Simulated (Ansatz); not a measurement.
Species: C4H4NS, charge 0, multiplicity 2. It need not be the lowest isomer of its formula. 
Coordinates optimised at B3LYP-D3(BJ)/def2-TZVP (Ansatz, a first-principles code):
SMILES: Nc1[c]csc1
```xyz
10

N     -2.3534    -0.5836     0.0088
C     -0.9898    -0.3008     0.0131
C      0.0091    -1.2051    -0.4306
C      1.2837    -0.7875    -0.4385
S      1.3223     0.8519     0.1341
C     -0.3917     0.8842     0.3623
H     -2.5680    -1.5626     0.1202
H     -2.9032    -0.0099     0.6292
H      2.1875    -1.2946    -0.7288
H     -0.8674     1.7778     0.7340
```
Charge 0, spin multiplicity 2.

Parts of the frozen-core correlation energy in cc-pV(T+d)Z (Ansatz, hartree). Frozen orbitals: 10; correlated occupied orbitals by spin: 16 and 15; virtual: 219 and 220. Open shells are spin-unrestricted. No spin-orbit coupling. No relativistic terms.

```json
[
 {"term": "reference (HF)", "value": "-605.78284"},
 {"term": "MP2 opposite-spin", "value": "(withheld)"},
 {"term": "MP2 same-spin", "value": "-0.24861"},
 {"term": "CCSD correlation", "value": "(withheld)"},
 {"term": "(T)", "value": "(withheld)"},
 {"term": "T1 diagnostic", "value": "0.038"},
 {"term": "largest doubles amplitude", "value": "0.049"},
 {"term": "<S^2> of the reference", "value": "1.100"}
]
```

Problem. Complete the blanks.

Solution. 
- MP2 opposite-spin, value: -0.70909
- CCSD correlation, value: -1.00537
- (T), value: -0.05468
